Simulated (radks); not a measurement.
Neutral chromium, [Ar] 3d5 4s1. Calculated with a radial shooting solver on a logarithmic mesh with Libxc functionals: non-relativistic Kohn-Sham, exchange-only B88, spin-polarised, spherical densities, point nucleus. Every spin shell is full or empty, so the densities are truly spherical. Functionals are evaluated on that one density, not self-consistently. Rank these exchange functionals by their error against the exact value of the orbitals, and give that value: LDA, PBE, PW86, AM05, B86b, G96, EV93, MS2, Tao-Mo.

Answer. Exact: -47.5849 hartree. From best to worst, with 100 (|E| - |E exact|)/|E exact| (equal figures are ties): Tao-Mo -0.10, MS2 +0.12, PBE -0.15, B86b +0.41, G96 +0.54, PW86 +0.63, EV93 +0.83, AM05 -5.72, LDA -6.41.
